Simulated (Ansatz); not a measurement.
Molecule: C3H8OSe, charge 0, multiplicity 1. 
Structure (B3LYP-D3(BJ)/def2-TZVP (Ansatz, an electronic-structure program) minimum search):
```
C
H 1 1.0914
H 1 1.0925 2 106.89
C 1 1.5197 2 109.12 3 117.27
H 4 1.0979 1 109.94 2 -179.58
H 4 1.0979 5 107.68 1 119.63
O 4 1.4239 5 110.75 6 121.26
H 7 0.9624 4 108.93 5 -59.75
C 1 1.5197 2 110.15 3 -119.68
H 9 1.0888 1 111.96 2 178.75
H 9 1.0909 10 107.71 1 -122.83
Se 9 1.9761 10 107.68 11 -111.16
H 12 1.4723 9 94.91 10 -62.35
```

Property: vertical ionisation energy (to the doublet state of charge +1; each state is the SCF solution reached for its spin), in eV. Cores are frozen in the correlated levels unless marked. UHF or UKS for open shells. Spin-orbit coupling is left out. Frozen are the shells of the preceding noble gas and the d and f shells that filled before the atom's block. Non-relativistic. CBS marks a two-point X^-3 extrapolation of the correlation energy; Hartree-Fock from the larger set. The bracket is a focal-point correction in the basis named.

```json
[
 {"level": "HF/aug-cc-pVQZ", "program": "Ansatz", "vertical ionisation energy (eV)": "7.78"},
 {"level": "PBE0/def2-TZVPD", "program": "Ansatz", "vertical ionisation energy (eV)": "8.75"},
 {"level": "BHLYP/def2-TZVPD", "program": "Ansatz", "vertical ionisation energy (eV)": "8.72"},
 {"level": "wB97M-V/def2-TZVPD", "program": "Ansatz", "vertical ionisation energy (eV)": "8.83"},
 {"level": "wB97X-V/def2-TZVPD", "program": "Ansatz", "vertical ionisation energy (eV)": "8.87"},
 {"level": "RI-MP2/aug-cc-pVTZ", "program": "Ansatz", "vertical ionisation energy (eV)": "8.89"},
 {"level": "SCS-MP2/aug-cc-pVDZ", "program": "Ansatz", "vertical ionisation energy (eV)": "8.70"},
 {"level": "SCS-MP2/aug-cc-pVTZ", "program": "Ansatz", "vertical ionisation energy (eV)": "8.86"},
 {"level": "RI-MP2/CBS(aug-cc-pVTZ,aug-cc-pVQZ)+[CCSD(T)-MP2]/aug-cc-pVDZ", "program": "Ansatz", "vertical ionisation energy (eV)": "8.95"},
 {"level": "RI-MP2/CBS(aug-cc-pVTZ,aug-cc-pVQZ)+[CCSD(T)-MP2]/aug-cc-pVTZ", "program": "Ansatz", "vertical ionisation energy (eV)": "8.97"}
]
```
